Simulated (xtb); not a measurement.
C4H2BrF, SMILES C#C/C=C(\F)Br. All values are semi-empirical tight-binding results from xtb (GFN2-xTB unless named), good for trends rather than for accurate numbers. Geometry optimised at GFN2-xTB. The structure was generated by enumeration; whether it is a known compound was not checked.

| Quantity | Result |
|---|---|
| point group as xtb finds it | Cs |
| orbital gap | 3.63 eV |
| zero-point energy | 26.5 kcal/mol |
| G − E(el) at 298.15 K (modified RRHO) | 6.5 kcal/mol |
| static polarisability (D4 model) | 65.3 bohr³ |
| solvation energy, GFN2-xTB/ALPB(water) | -1.7 kcal/mol |
| solvation energy, GFN2-xTB/ALPB(ch2cl2) | -5.0 kcal/mol |
